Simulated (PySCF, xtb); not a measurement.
GeH₆N₂O, SMILES [NH2][GeH]([NH2])[OH]. One conformer was computed; it need not be the lowest.

Harmonic wavenumbers (cm⁻¹) from xtb 6.7.1 with GFN2-xTB at its own minimum, in rising order: 139, 165, 193, 209, 219, 241, 488, 536, 544, 622, 648, 672, 682, 752, 798, 805, 1477, 1491, 1865, 3438, 3443, 3469, 3474, 3674.

What does PySCF 2.14.0 with B3LYP-D3(BJ)/def2-SVP give at its own minimum? (The exact figures need the calculation; the answer reports its results.)

148, 182, 210, 225, 263, 324, 480, 505, 683, 693, 705, 724, 745, 883, 897, 914, 1534, 1539, 2085, 3534, 3548, 3633, 3648, 3851. Paired by order, the mean absolute difference is 83 cm⁻¹ and the zero-point energies are 43.0 and 45.7 kcal/mol.
